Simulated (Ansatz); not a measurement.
Molecule: CH3Li, charge 0, multiplicity 1. 
Coordinates optimised at B3LYP-D3(BJ)/def2-TZVP (Ansatz, a first-principles code):
```xyz
5

Li    -1.1054    -0.6446    -0.9312
C      0.2701     0.1575     0.2275
H      0.8519    -0.5947     0.7758
H     -0.1547     0.8270     0.9867
H      0.9987     0.7566    -0.3338
```

Property: atomisation energy (electronic, to ground-state atoms), in kcal/mol. Valence correlation only, unless marked. Open shells are spin-unrestricted. No spin-orbit coupling. No relativistic terms. The coupled-cluster limit lacks core correlation, which all-electron functionals hold. Basis-set limits of correlation are two-point, X^-3; Hartree-Fock from the larger set.

```json
[
 {"level": "LC-wPBE/def2-TZVPD", "program": "Ansatz", "atomisation energy (kcal/mol)": "351.4"},
 {"level": "B2PLYP-D3(BJ)/def2-TZVPD", "program": "Ansatz + dftd3", "atomisation energy (kcal/mol)": "?"},
 {"level": "SCS-MP2/6-31G", "program": "Ansatz", "atomisation energy (kcal/mol)": "302.2"},
 {"level": "CCSD/STO-3G", "program": "Ansatz", "atomisation energy (kcal/mol)": "362.8"},
 {"level": "CCSD/def2-TZVPPD", "program": "Ansatz", "atomisation energy (kcal/mol)": "?"},
 {"level": "CCSDT/def2-SVP", "program": "Ansatz", "atomisation energy (kcal/mol)": "335.5"},
 {"level": "CCSD(T)/CBS(def2-TZVPPD,def2-QZVPPD)", "program": "Ansatz", "atomisation energy (kcal/mol)": "355.7"}
]
```

Complete the blanks.


- B2PLYP-D3(BJ)/def2-TZVPD, atomisation energy (kcal/mol): 351.9
- CCSD/def2-TZVPPD, atomisation energy (kcal/mol): 344.6
